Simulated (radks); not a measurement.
Question: Ru XXVIII, 17 electrons, occupied as [Ne] 3s2 3p5 (the NIST ground configuration). Calculated with a radial shooting solver on a logarithmic mesh with Libxc functionals: non-relativistic Kohn-Sham, LB94 model potential, spin-polarised, spherical densities, point nucleus; open shells are filled with parallel spins first (spin-orbit coupling, left out, can overturn this in heavy ions); relativity is left out, which matters for an element this heavy. Some entries of the table are withheld. Estimate them.

orbital  occ.  eigenvalue (eV)  <1/r> (bohr^-1)
1s down     1        -22735.94            43.52
1s up       1        -22735.84            43.52
2s up       1        -4309.518            9.953
2s down     1        -4309.098            9.947
2p up       3              (1)            9.938
2p down     3              (2)            9.935
3s up       1        -1582.206            3.913
3s down     1        -1578.745            3.917
3p up       3        -1504.666            3.874
3p down     2        -1501.599            3.879

Answer: 
(1) 2p up eigenvalue (eV): -4096.205
(2) 2p down eigenvalue (eV): -4094.949
